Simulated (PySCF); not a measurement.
**Working with the constants of AlSn**

UHF-CCSD(T) constants of AlSn, ⁴Σ⁻ (quartet), unpaired electrons σ ↑, π ↑↑ (Al x2c-SVPall, Sn x2c-SVPall; spin-free X2C with a Gaussian nucleus (PySCF 2.14); masses 26.9815 and 119.9022 u):

```
ωe              : 270.0 cm⁻¹
ωexe            : 1.06 cm⁻¹
Be              : 0.10727 cm⁻¹
αe              : 0.000568 cm⁻¹
D (centrifugal) : 6.77e-08 cm⁻¹
De to Al + Sn   : 2.00 eV
```

Q: Give the vibrational terms G(v) and spacings up to v = 6.

A: G(v) = ωe(v+½) − ωexe(v+½)².

```
v  G(v) (cm⁻¹)  G(v) − G(v−1)  Bv (cm⁻¹)
0        134.7                    0.1070
1        402.6          267.9     0.1064
2        668.4          265.8     0.1058
3        932.0          263.6     0.1053
4       1193.5          261.5     0.1047
5       1452.9          259.4     0.1041
6       1710.2          257.3     0.1036
```

Q: How well does the Morse estimate ωe²/(4ωexe) reproduce De, and what is D0?

A: It gives 2.13 eV, 107 % of the computed De. D0 = De − G(0) = 2.00 − 0.02 = 1.98 eV.

Correlated steps freeze 23 core orbitals. Correlated levels converge slowly with the basis: in double zeta they bind strong bonds too weakly, by up to about 1 eV, and carry superposition errors of some tenths. These are scalar-relativistic numbers at best; spin–orbit coupling would shift them, the dissociation energy most. The state is the lowest determinant that a PBE0 search found; another state may lie lower at other levels.
